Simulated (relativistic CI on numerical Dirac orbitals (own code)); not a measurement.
Slater and spin-orbit integrals, Ir²³⁺

Method of calculation: Dirac-Coulomb-Breit CI, KLI orbitals optimised for each configuration, model QED, unscaled Slater integrals (own radial code, finite nucleus).

Slater integrals F^k, G^k are unscaled and averaged over j, outside the closed core [Ar] 3d10 4p6 4d10; ζ comes from projecting the Hamiltonian with its Breit term on Σ l·s of the shell.

- 4s2 4f8: F^2(4f,4f) = 229490, F^4(4f,4f) = 148470, F^6(4f,4f) = 108210, ζ(4f) = 8693.7 cm⁻¹; <r>(4f) = 0.449, <r^2>(4f) = 0.2338 (bohr units).
- 4s2 4f7 5s: F^2(4f,4f) = 232170, F^4(4f,4f) = 150320, F^6(4f,4f) = 109590, ζ(4f) = 8926.1, G^3(4f,5s) = 35127 cm⁻¹; <r>(4f) = 0.4447, <r^2>(4f) = 0.2291, <r>(5s) = 0.797, <r^2>(5s) = 0.7072 (bohr units).
- 4s2 4f6 5s2: F^2(4f,4f) = 235080, F^4(4f,4f) = 152330, F^6(4f,4f) = 111100, ζ(4f) = 9161.2 cm⁻¹; <r>(4f) = 0.4401, <r^2>(4f) = 0.2242 (bohr units).

Averages of the first 5 configurations, taken without configuration mixing, which lowers the lowest level and can move excited configurations by several eV; other configurations of the list can lie among them:

```json
{"Configuration": "4s2 4f8", "Parity": "even", "States": "3003", "Average energy above the lowest level (eV)": "22.2"}
{"Configuration": "4s2 4f7 5s", "Parity": "odd", "States": "6864", "Average energy above the lowest level (eV)": "95.0"}
{"Configuration": "4s2 4f6 5s2", "Parity": "even", "States": "3003", "Average energy above the lowest level (eV)": "177.3"}
{"Configuration": "4s2 4f7 6s", "Parity": "odd", "States": "6864", "Average energy above the lowest level (eV)": "344.8"}
{"Configuration": "4f10", "Parity": "even", "States": "1001", "Average energy above the lowest level (eV)": "1316.8"}
```
